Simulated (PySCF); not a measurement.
CH₄NOSi (doublet state).
Numbering: `[O:1]=[CH:2][NH:3][SiH2:4]` (hydrogens: H5 on C2; H6 on N3; H7, H8 on Si4)

Structure used (GFN2-xTB), in Å, numbered top down from 1:
```xyz
8
CH4NOSi angstrom
O      0.7123    1.3907    0.4218
C      1.1152    0.2998    0.0962
N      0.2732   -0.6968   -0.2057
Si    -1.4271   -0.2332   -0.0843
H      2.1896    0.0546    0.0253
H      0.6428   -1.5939   -0.4728
H     -1.7350    0.7501   -1.1061
H     -1.7618    0.0381    1.3010
```

The hyperfine couplings belong to this conformer and change with its torsions.

The calculation used UKS B3LYP, pcH-1 on C H N O Si, non-relativistic, mean-field spin-orbit, GIAO (PySCF). Geometry: GFN2-xTB, one conformer, isolated molecule. The geometry wasn't refined by DFT: couplings that depend on bond lengths, twists or pyramidal angles can differ widely from those at the functional's own minimum, by a factor of two or more for some ions and for spin on atoms past the first row. The SCF solution wasn't tested for stability.

**Question.** Give the principal g shifts and their parts.

**Answer.** 
| Δg (ppm) | 1 | 2 | 3 |
| --- | --- | --- | --- |
| relativistic mass correction | -136 | -136 | -136 |
| gauge correction | 17 | 76 | 60 |
| orbital Zeeman/spin–orbit | -74 | 87 | 1949 |
| total | -194 | 27 | 1873 |

So g = 2.00213, 2.00235, 2.00419 and g_iso = 2.00289; the tensor is close to axial: the two nearest values differ by 11 % of g3 − g1. Axes: g3 points within 9° of the N3–Si4 bond.

**Question.** What effective moment and Curie constant follow for a powder?

**Answer.** With the mean of g² = 4.0116 and S(S+1) = 0.75: μ_eff = √(⟨g²⟩S(S+1)) = 1.735 μB and χT = 0.12505·⟨g²⟩·S(S+1) = 0.376 cm³ K/mol (cgs; spin-Hamiltonian part alone).

**Question.** What are the electron Larmor frequencies g μB B/h along the three axes at 340 mT?

**Answer.** 9.5276, 9.5286, 9.5374 GHz for g1, g2 and g3, a range of 9.8 MHz.

**Question.** How much does each term add to the isotropic shift?

**Answer.** The orbital-Zeeman/spin–orbit term 654, the mass correction -136 and the gauge correction 51 ppm, for a total of 569 ppm. The orbital-Zeeman/spin–orbit term is the largest in size. The mass correction is the same along every axis, so the anisotropy comes from the other two: their spans along these axes are 60 (gauge) and 2023 ppm (orbital Zeeman/spin–orbit).

**Question.** In a frozen sample, at which fields do the three g values resonate at 9.5, 34, 94 and 263 GHz (hyperfine left aside), and which band first spreads them over more than twice a line width of 0.5 mT?

**Answer.** 
```tsv
band	GHz	B(g3) mT	B(g2) mT	B(g1) mT	spread mT
X	9.5	338.67	338.98	339.02	0.35
Q	34.0	1212.07	1213.19	1213.32	1.25
W	94.0	3351.02	3354.11	3354.48	3.46
J	263.0	9375.72	9384.37	9385.40	9.68
```

The spread grows in proportion to the frequency. Q band is the first where it exceeds 1.0 mT.

The largest Mulliken spin population is on Si4 (+0.97). The angles at Si4 add up to 339.0°, so it is pyramidal.

The HOMO–LUMO gaps are 5.77 eV among the α and 5.00 eV among the β orbitals.
